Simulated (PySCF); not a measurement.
Identify the compound

Molecular formula: CH12N2Si4. Simulated spectra:

1H NMR (400 MHz, computed): δ 6.01 (m, 1H), 4.74 (s, 6H), 4.61 (m, 1H), 4.39 (m, 1H), 3.28 (m, 1H), 3.27 (m, 1H), 1.21 (br s, 1H).

13C{1H} NMR (computed): δ 32.2 (CH2).

PySCF 2.14 calculation with geometry from GFN2-xTB and NMR shieldings at PBE0/pcSseg-1/GIAO; relativity neglected, no solvent, equivalent nuclei averaged, one conformer.

Chemical shifts δ = σref − σ; 1H (σ = 31.72 ppm), 13C (σ = 186.93 ppm) vs TMS, all at this level.

Task: Which candidate is it?
A. [SiH3]N[Si@@H]1[SiH2]CN1[SiH3]
B. N[Si@@H]1C[Si@](N)([SiH3])[SiH2]1
C. [SiH3]N([SiH3])[Si@H]1NC[SiH2]1

Result: C. 

- Rings plus π bonds: 1 (1 ring in the answer).
- Carbon types of the structure: 1 × CH2, leaving 10 H on heteroatoms.
- δC 32.2: sp3 CH2 bonded to N and Si; deshielded by the electronegative neighbour.
- δH 4.74: hydrogen on a silicon bonded to N.
- δH 4.61, 4.39: hydrogen on a silicon bonded to C, Si, in a 4-membered ring.
- δH 3.28, 3.27: hydrogen on an sp3 CH2 bonded to N and Si; its carbon carries N, an electronegative neighbour.
- δH 1.21: hydrogen on a nitrogen bonded to C, Si, in a 4-membered ring; exchangeable, gas-phase position.

The others: [SiH3]N[Si@@H]1[SiH2]CN1[SiH3] would give 7 signals for carbon-bound and other non-exchanging H, not 6; N[Si@@H]1C[Si@](N)([SiH3])[SiH2]1 has carbons computed at 28.3.

Exchangeable OH/NH protons stand at their gas-phase positions; hydrogen bonding in a real sample shifts them, mostly to higher δ. Shifts are as computed. Against solution values, carbons near 30 ppm lie about +3 ppm off and those near 130 ppm about +5 ppm. Of 1211 compounds with measured shifts, 218 miss one by over three times the rms of a fit or turn the order of signals round; such compounds aren't used in these exercises. Multiplicities follow the n + 1 count of equivalent neighbours, as no J values were calculated; m marks all less simple cases, F and P coupling included.
